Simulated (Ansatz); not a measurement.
```yaml
crystal:
  periodic: [false, false, false]
  atoms:
    - {symbol: C, position_ang: [-0.888419, 0.568438, -0.621282]}
    - {symbol: O, position_ang: [-0.853771, -0.872697, -0.575070]}
    - {symbol: C, position_ang: [0.375162, -1.176245, 0.116167]}
    - {symbol: Si, position_ang: [0.589422, 0.651785, 0.558781]}
    - {symbol: H, position_ang: [-0.714324, 0.934732, -1.639585]}
    - {symbol: H, position_ang: [-1.857564, 0.940394, -0.279105]}
    - {symbol: H, position_ang: [1.119586, -1.597453, -0.569280]}
    - {symbol: H, position_ang: [0.196274, -1.895442, 0.919556]}
    - {symbol: H, position_ang: [0.293266, 1.032383, 1.966327]}
    - {symbol: H, position_ang: [1.823567, 1.362904, 0.126290]}
basis:
  gaussian: {orbitals: aug-cc-pVTZ}
magnetization: {spin_polarized: true, initial_magnetization: 1}
hamiltonian: {xc: {name: BLYP}, dispersion: d3bj}
scf: {lower_state_search: off}
output: {forces: true}
```

```sh
$ ansatz run in.yaml --threads 2 --pin off --events-out ev --progress --plain --max-ram 4352MiB
```

Question: How does Ansatz answer? (An estimate is asked.)

Answer: Computed: The input was rejected before any iteration.
```
Error: a molecule whose nuclei and cores have a total charge of 40 cannot have a net charge of 0 together with 1 unpaired electrons
```
